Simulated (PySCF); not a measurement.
## The electron affinity along the 3d series

Calculated with PySCF 2.14 from differences of total energies of unrestricted determinants, without spin-orbit coupling. Values in eV. The last column holds reference values (measured affinities from photodetachment; the arrow runs from anion to atom). Unmarked ones compare directly (S terms, centres of terms, or small fine structure); those marked * lie between the lowest fine-structure levels and include a spin-orbit shift.

```tsv
element	configurations	UHF	MP2 (valence)	SCS-MP2 (valence)	CCSD (valence)	LDA	r2SCAN	reference
Ti (aug-cc-pVTZ-DK, spin-free X2C)	[Ar] 3d3 4s2 → [Ar] 3d2 4s2	-0.946	-0.747	-1.213	-0.402	0.998	0.834	0.076 *
V (aug-cc-pVTZ-DK, spin-free X2C)	[Ar] 3d4 4s2 → [Ar] 3d3 4s2	-0.635	-0.208	-0.917	0.056	1.567	1.005	0.528 *
Cr (aug-cc-pVTZ-DK, spin-free X2C)	[Ar] 3d5 4s2 → [Ar] 3d5 4s1	-0.284	0.133	0.230	0.500	0.698	0.329	0.676
Fe (aug-cc-pVTZ-DK, spin-free X2C)	[Ar] 3d7 4s2 → [Ar] 3d6 4s2	-2.267	-0.303	-0.285	-0.500	1.070	n/a	0.153 *
Co (aug-cc-pVTZ-DK, spin-free X2C)	[Ar] 3d8 4s2 → [Ar] 3d7 4s2	-2.050	0.458	0.322	-0.011	1.736	1.025	0.662 *
Ni (aug-cc-pVTZ-DK, spin-free X2C)	[Ar] 3d9 4s2 → [Ar] 3d8 4s2	-1.795	1.266	0.950	n/a	2.356	1.022	1.157 *
Cu (aug-cc-pVTZ-DK, spin-free X2C)	[Ar] 3d10 4s2 → [Ar] 3d10 4s1	0.010	0.872	0.912	1.013	1.590	1.239	1.236
```

The highest occupied level of the anion is positive for Ti⁻ at UHF, LDA, r2SCAN; V⁻ at UHF, LDA, r2SCAN; Cr⁻ at UHF, LDA, r2SCAN; Fe⁻ at UHF, LDA, r2SCAN; Co⁻ at LDA, r2SCAN; Ni⁻ at LDA, r2SCAN; Cu⁻ at LDA, r2SCAN, so there the basis helps to hold the electron.

"Valence" correlates the outer s and p shells and, in groups 3 to 12 and the f block, the outer d or f shell, open or full, or the next shell where the ion has no valence electron left; the wider scheme adds the next inner shell.
